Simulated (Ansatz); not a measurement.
A structure relaxed at PBE0-D4/def2-TZVP, charge 0, multiplicity 1:

```xyz
8

C     0.4170   -1.1451    0.0990
C    -0.1374    0.0478    0.2895
N     0.0244    1.1745   -0.4847
I    -1.3092    0.4011    1.9933
H     0.3135   -1.9435    0.8162
H     1.0073   -1.3295   -0.7935
H    -0.7694    1.7919   -0.5371
H     0.4538    1.0028   -1.3826
```

Q: Give its formula and SMILES.

A: C2H4IN, `C=C(N)I`.

Q: Summarise the bond lengths by kind.

A: 1 × C–C 1.329 Å; 2 × C–H 1.078 to 1.086 Å; 1 × C–N 1.377 Å; 1 × C–I 2.098 Å; 2 × H–N 1.007 to 1.010 Å.

Program: Ansatz 0.2.0.
